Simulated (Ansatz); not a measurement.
Geometry optimisation, Ansatz 0.2.0, RKS PBE0-D4/def2-SVP.

Input file:

```yaml
crystal:
  periodic: [false, false, false]
  atoms:
    - { symbol: Ga, position_ang: [0.051594, -0.666459, -0.334689] }
    - { symbol: H, position_ang: [-0.114645, 0.294895, 2.257026] }
    - { symbol: H, position_ang: [1.343917, 0.224942, -0.470306] }
    - { symbol: C, position_ang: [-1.698124, -0.072319, -1.006483] }
    - { symbol: H, position_ang: [-2.505896, -0.76803, -0.737507] }
    - { symbol: H, position_ang: [-1.943219, 0.926937, -0.612725] }
    - { symbol: H, position_ang: [-1.667911, 0.013811, -2.105326] }
    - { symbol: P, position_ang: [0.178892, -2.65593, 0.81] }
    - { symbol: H, position_ang: [-0.538076, -3.429133, -0.154148] }
    - { symbol: H, position_ang: [1.472367, -3.057359, 0.358002] }
    - { symbol: H, position_ang: [-0.0913, -0.420554, 2.168857] }
basis:
  gaussian: { orbitals: def2-SVP }
hamiltonian:
  xc: pbe0
  dispersion: d4
relax:
  f_tol: 0.03
  max_steps: 50
output:
  orbitals: {}
```

Command:

```bash
$ ansatz run input.yaml --threads 2 --pin off --max-ram 3072MiB --backend cpu --events-out ev --progress --plain --runs-dir out
```

Question: Where does it end, and by what steps?

Answer: It converged. The force dipped under the threshold on the way, but the program's further checks kept it going. After 17 steps the energy has fallen by 0.120 eV; H2 moved furthest, 0.45 Å.

```
step  energy less start (eV)  largest force component (eV/Å)  accepted
   0                  0.0000                           1.815       yes
   1                 -0.0875                           0.281       yes
   2                 -0.0952                           0.314       yes
   3                 -0.0595                           0.624        no
   4                 -0.1050                           0.088       yes
   5                 -0.1102                           0.069       yes
   6                 -0.1143                           0.191       yes
   7                 -0.1155                           0.095       yes
   8                 -0.1169                           0.033       yes
   9                 -0.1169                           0.166        no
  10                 -0.1173                           0.016       yes
  11                 -0.1181                           0.041       yes
  12                 -0.1184                           0.112       yes
  13                 -0.1190                           0.037       yes
  14                 -0.1192                           0.024       yes
  15                 -0.1194                           0.026       yes
  16                 -0.1191                           0.076        no
  17                 -0.1196                           0.015       yes
```

```xyz
11
Properties=species:S:1:pos:R:3
Ga 0.103 -0.712 -0.187
H -0.343 0.550 1.960
H 1.397 0.184 -0.233
C -1.633 -0.082 -0.869
H -2.476 -0.632 -0.424
H -1.775 0.996 -0.697
H -1.665 -0.248 -1.960
P 0.298 -2.867 0.678
H -0.560 -3.463 -0.296
H 1.505 -3.166 -0.023
H -0.364 -0.168 2.224
```

The run took 39 s on 2 threads of Arm Neoverse V2, with other jobs on the host, peak memory 0.23 GiB.
